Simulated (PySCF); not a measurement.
**Se¹⁶⁺: ionisation energy**

Se¹⁶⁺ [Ar] (1S) → Se¹⁷⁺ [Ne] 3s2 3p5 (2P), as a difference of total energies. Computed with PySCF 2.14 in an even-tempered Gaussian basis (17 s from 1.4 bohr⁻², ratio 2.5; 11 p from 1.8 bohr⁻², ratio 2.5; 5 d from 10 bohr⁻², ratio 2.7; 4 f from 16 bohr⁻², ratio 2.7), with no relativity, point nucleus. Correlated levels: outer shells: 1s2 frozen; virtual orbitals above 40 to 60 times the deepest correlated orbital energy dropped. The calculations carry no spin-orbit coupling.

```json
{"method": "UHF", "ionisation energy (eV)": "649.04"}
{"method": "MP2 (outer shells)", "ionisation energy (eV)": "649.99"}
{"method": "SCS-MP2 (outer shells)", "ionisation energy (eV)": "649.84"}
{"method": "CCSD (outer shells)", "ionisation energy (eV)": "649.84"}
{"method": "CCSD(T) (outer shells)", "ionisation energy (eV)": "649.84"}
```

Problem. How much does correlation contribute at CCSD(T) (outer shells)?

Solution. 649.84 − (649.04) = 0.80 eV, measured against UHF.

A first-order spin-orbit estimate (lowest level to lowest level, LS coupling) adds -2.415 eV.

All relativistic terms are absent from these numbers, so their closeness to the reference says little about the methods.

For comparison: 650.5 ± 2.1 eV (semi-empirical (NIST evaluation); NIST Atomic Spectra Database, ionization energies).
